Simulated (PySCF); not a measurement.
# Electron correlation in Li⁻ (lithium, charge -1)

[He] 2s2, closed-shell 1S. Calculation: PySCF 2.14, in x2c-TZVPPall with one added diffuse shell each of s, p type (6s4p1d, 23 functions); scalar relativity by spin-free X2C-1e. Frozen: 1s2; 2 electrons correlated.

With two correlated electrons CCSD is exact within the correlated space (frozen core and kept virtual orbitals).

| level | correlation energy (mhartree) |
| --- | --- |
| CCSD | -26.20 |

Diagnostics: T1 = 0.050, D1 = 0.0712, largest double amplitude 0.124.

T1 exceeds 0.03, a sign that the reference determinant is poor.

Cost of the coupled-cluster step: roughly 0.22 core-seconds, for 2 correlated electrons.
